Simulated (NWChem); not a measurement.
Basis-set convergence for H₅AlN₂

```xyz
8

Al     0.0000     0.0000    -0.4789
H      0.0000     0.0000    -2.0587
N      1.5470     0.0000     0.3993
H      2.4530     0.0000    -0.0594
H      1.6767     0.0000     1.4063
N     -1.5470     0.0000     0.3993
H     -1.6767     0.0000     1.4063
H     -2.4530     0.0000    -0.0594
```
Charge 0, spin multiplicity 1.

Program: NWChem. Structure: optimised with B3LYP/def2-SVP, a minimum by its harmonic frequencies. It is one conformer; others weren't searched.

Quantity: dipole moment at the level PBE.

The Pople sets run with spherical d functions. The structure started from a generated list of species.

```csv
basis,functions,dipole moment (D)
STO-3G,24,0.90
3-21G,41,1.81
6-31G*,56,1.50
6-31+G*,68,1.19
cc-pVDZ,71,1.47
def2-SVPD,104,1.21
def2-TZVP,129,1.29
cc-pVTZ,164,1.33
def2-TZVPP,174,1.27
aug-cc-pVTZ,257,1.13
```

Smallest basis within 0.03 D of aug-cc-pVTZ, the largest set run: no smaller one. aug-cc-pVTZ isn't the basis-set limit itself, and a small set can land close by cancellation.
